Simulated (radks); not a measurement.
Q: Tb XLV, configuration [Ar] 3d3. All-electron calculation, Dirac Kohn-Sham, Slater X-alpha with alpha = 0.667, spin-unpolarised, spherical densities, point nucleus; open shells fill j = l - 1/2 first. Program: a radial shooting solver on a logarithmic mesh with Libxc functionals.

Spin-orbit splittings of the eigenvalues, e(l+1/2) - e(l-1/2), with zeta = 2 splitting/(2l+1) and mean radii in bohr:

shell  occ.  splitting (eV)  zeta (eV)  <r> j=l-1/2  <r> j=l+1/2
2p        6           754.9      503.3      0.07540      0.08219
3p        6               ?          ?       0.2136       0.2245
3d        3           42.10      16.84       0.1947       0.1981

Estimate the 3p splitting.

A: 181.3 eV (zeta = 120.8 eV).
